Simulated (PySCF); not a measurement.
Os⁺ (osmium, charge +1) across methods

[Xe] 4f14 5d6 6p1, one real determinant (an excited configuration). Calculation: PySCF 2.14, in aug-cc-pVTZ-PP with one added diffuse shell each of s, p, d, f, g type with ECP60MDF (7s7p6d4f3g, 113 functions); a scalar-relativistic core potential.

```csv
method,E (hartree),mean ε 5d α (eV),mean ε 5d β (eV),mean ε 6p α (eV),Σ⟨r²⟩ (bohr²),⟨S²⟩
r2SCAN,-90.3070,-17.040,-14.418,-8.749,47.15,8.753
M06-L,-90.3038,-16.647,-14.363,-8.241,47.17,8.754
PBE,-90.2921,-16.602,-14.264,-8.618,47.43,8.751
M06-2X,-90.1483,-19.806,-17.552,-10.120,47.10,8.753
UHF,-89.62827,-22.467,-18.988,-10.745,48.03,8.754
PBE0,-90.2618,-18.239,-15.689,-9.225,47.38,8.752
LDA,-90.0712,-16.696,-14.290,-8.753,47.47,8.751
PW91,-90.3347,-16.653,-14.328,-8.673,47.39,8.751
```

⟨L²⟩ = 8.20 against 12 for a pure F term, so this real determinant mixes terms. Energies and moments cover only the electrons outside the core potential. Spin-orbit coupling, absent here, splits the open shell strongly.
